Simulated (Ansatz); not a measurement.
`[SiH3]O[SiH2][SiH3]` → `O[SiH2][SiH3]` + `[SiH2]` at 500 K and 1 bar (silylene loss).

Gas-phase electronic energies from Ansatz, PBE0-D4/def2-TZVP geometries. CCSD(T)/CBS is the MP2 limit (def2-TZVPP, def2-QZVPP) plus CCSD(T) − MP2 in def2-TZVPP, frozen cores. This one scheme is used for every species. One conformer a species, not always the lowest.

```csv
species,CCSD(T)/CBS energy (Eh),H − E (kJ/mol),S (J/(mol·K))
`[SiH3]O[SiH2][SiH3]`,-947.28799,243.7,472.0
`O[SiH2][SiH3]`,-656.96789,187.7,379.8
`[SiH2]`,-290.19011,48.0,226.5
```

H − E and S are ideal-gas, rigid-rotor, harmonic terms from PBE0-D4/def2-TZVP, for one conformer and one mirror image of each species. 1 Eh = 2625.50 kJ/mol, R = 8.31446 J/(mol·K).

By hand: ΔE, ΔH, ΔS and ΔG.

ΔE = (-656.96789) + (-290.19011) − (-947.28799) = 0.12999 Eh = 341.3 kJ/mol. Δ(H − E) = 187.7 + 48.0 − 243.7 = -8.0, so ΔH = 333.3 kJ/mol. ΔS = 379.8 + 226.5 − 472.0 = 134.3 J/(mol·K). ΔG = 333.3 − 500 × (134.3)/1000 = 266.1 kJ/mol.

By hand: the equilibrium constant, and the temperature at which ΔG would vanish if ΔH and ΔS stayed fixed.

log₁₀ K = −ΔG/(RT ln 10) = -27.8. ΔG = 0 at ΔH/ΔS = 2482 K.

The number of gas molecules changes by +1, which sets the sign of ΔS. A doubt of 5 kJ/mol in ΔE shifts log₁₀ K by 0.5 here. Other conformers and mirror images would add mixing entropy, several J/(mol·K) or more a flexible species. Modes under 60 cm⁻¹, often nearly free rotors, make the harmonic entropy too high. These are equilibria of isolated gas molecules and say nothing of rates. Largest T1 diagnostic: 0.014 (customary marks: 0.02 for closed shells, 0.045 for open ones).
